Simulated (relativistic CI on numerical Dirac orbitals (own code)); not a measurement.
What each ingredient does to the levels of La XVII

Base calculation: Dirac-Coulomb-Breit CI, KLI orbitals optimised for each configuration, model QED, unscaled Slater integrals.

Configuration list (outside the closed core [Ar] 3d10): 4s2 4p6 4d5, 4s2 4p5 4d6, 4s2 4p6 4d4 4f, 4s 4p6 4d6, 4s2 4p5 4d5 4f, 4s2 4p6 4d4 5s, 4s2 4p6 4d4 5p, 4s 4p6 4d5 4f, 4s2 4p6 4d3 4f 5s, 4s2 4p6 4d4 5d, 4s2 4p6 4d3 5s 5p, 4s2 4p5 4d5 5s, 4s2 4p6 4d4 5f, 4s2 4p6 4d4 6s, 4s2 4p6 4d4 6p, 4s2 4p6 4d4 5g, 4s2 4p6 4d4 6f, 4s2 4p6 4d4 7p, 4p6 4d6 5p, 4p6 4d7, 4p5 4d8, 4p5 4d7 4f, 4s2 4p6 4d3 5s2, 4s2 4p6 4d2 4f 5s2, 4s2 4p5 4d3 4f 5s2, 4s2 4p6 4d2 5s2 5p. Double excitations out of closed p, d and f shells are left out; levels of such configurations are missing from the list, as are those of other unlisted configurations, and high levels can miss mixing partners. These lack a partner that the ground configuration has and come out too high: 4s2 4p5 4d5 5s.

The lowest level and the first level of each name with at least 55 % of one term (blank where a level has no safe partner in the second run):

```csv
Level,Base (cm⁻¹),Shift (cm⁻¹)
4s2 4p6 4d5 6S_5/2,0,0
4s2 4p6 4d5 4G_7/2,54416,+66
4s2 4p6 4d5 4G_11/2,56210,+401
4s2 4p6 4d5 4G_9/2,59218,+404
4s2 4p6 4d5 4D_7/2,73360,+472
4s2 4p6 4d5 2I_11/2,81400,+687
4s2 4p6 4d5 4D_1/2,85827,+609
4s2 4p6 4d5 2I_13/2,88877,+1091
4s2 4p6 4d5 2G_7/2,112080,+803
4s2 4p6 4d5 2D_3/2,119718,+864
4s2 4p6 4d5 2H_11/2,129802,+1596
4s2 4p6 4d5 2S_1/2,130729,+587
4s2 4p6 4d5 2P_3/2,186908,+420
4s2 4p6 4d5 2P_1/2,197212,+930
4s2 4p5 4d6 6F°_11/2,783724,+2011
4s2 4p5 4d6 6P°_3/2,816205,+2154
4s2 4p5 4d6 4H°_13/2,833519,+2479
4s2 4p5 4d6 4I°_15/2,857533,+2694
```

At this charge energies of transitions that change n are usually good to better than 1 %, and those within a shell (Δn = 0) to a few per cent. Terms inside the open d or f shell come out 10 to 20 % too wide with unscaled integrals.

Q: One thing was changed in a second run, which moved the levels as shown. Which?
A. Breit term removed
B. configuration mixing switched off
C. only the first configuration
D. QED terms removed

A: A. Breit term removed. The Breit term mainly narrows fine-structure intervals, so removing it widens them.

LS names give the leading component of a level, which can be under half, so a name can repeat, a term be missing and a line seem to break the LS rules.
